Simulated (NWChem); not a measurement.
A series in which one site is exchanged, each optimised at PBE0/def2-SVP with NWChem, gas phase unless a solvent is named. For some, no frequency run checked for a minimum. def2 effective core potentials on I; no spin-orbit coupling.

A: [AlH]([F])[I] (AlHIF; site = I)
B: [F][AlH2] (AlH2F; site = H)
C: [F][AlH][Cl] (AlHClF; site = Cl)
D: [F][AlH][F] (AlHF$_{2}$; site = F)

Problem. Rank them by orbital gap (eV), PBE0/def2-SVP, lowest first.

Solution. A (6.65), B (7.47), C (8.31), D (9.33)
